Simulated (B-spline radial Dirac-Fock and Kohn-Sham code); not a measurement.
# Relativistic shifts of the levels of Bi⁴⁰⁺

System: Bi⁴⁰⁺ in the configuration [Kr] 4d7.

Both columns are ΔSCF binding energies of the configuration average from a B-spline atomic structure program: non-relativistic Hartree-Fock with a point nucleus, and Dirac-Fock with a finite nucleus and the Coulomb interaction alone, averaged over the two j levels with weights 2j+1.

```csv
shell,Hartree-Fock (eV),Dirac-Fock (eV),shift (eV),shift (%)
1s,83334.8,92835.7,+9500.88,+11.40
2s,15688.2,18264.3,+2576.12,+16.42
2p,15156.3,16035.3,+879.04,+5.80
3s,5117.5,5787.5,+670.04,+13.09
3p,4868.4,5128.2,+259.84,+5.34
4s,2295.2,2512.7,+217.51,+9.48
4p,2178.6,2267.0,+88.39,+4.06
4d,1977.3,1980.7,+3.42,+0.17
```

Relativity binds 1s, 2s, 2p, 3s, 3p, 4s, 4p, 4d more strongly, among those listed most of all 2s in relative terms.

Values without a named source are computed, but for edge energies of neutral atoms, which are taken from tables.
